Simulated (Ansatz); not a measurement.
C2H6OSSi can be A, `C[SiH](S)C=O`, or B, `CC(=S)[SiH2]O`.

Calculated with Ansatz (gas phase, PBE0-D4/def2-TZVP geometries, no zero-point term in ΔE). CCSD(T)/CBS is the MP2 limit (def2-TZVPP, def2-QZVPP) plus CCSD(T) − MP2 in def2-TZVPP, frozen cores. DFT in def2-TZVPP. B3LYP here is the variant with VWN-RPA as its local correlation; programs differ in this. Each species was taken in one conformer, which may not be the lowest.

Q: Which is lower in electronic energy at CCSD(T)/CBS, and by how much? (Estimate.)

A: The calculation gave: B, by 34.1 kJ/mol.

Q: Give E(B) − E(A) in kJ/mol with B3LYP, B3LYP-D4, HF/def2-TZVPP, r2SCAN-D4, CCSD/def2-TZVPP, ωB97M-V, B2PLYP. (Estimate.)

A: Computed: B3LYP -23.3, B3LYP-D4 -25.4, HF/def2-TZVPP -17.8, r2SCAN-D4 -24.4, CCSD/def2-TZVPP -27.2, ωB97M-V -23.0, B2PLYP -29.3. None reverses the order clearly.

Largest T1 diagnostic: 0.015.

In def2-TZVPP, CCSD(T) changes the Hartree–Fock value by −12.9 kJ/mol (the triples alone add −3.4 kJ/mol) and MP2 by −20.5 kJ/mol.
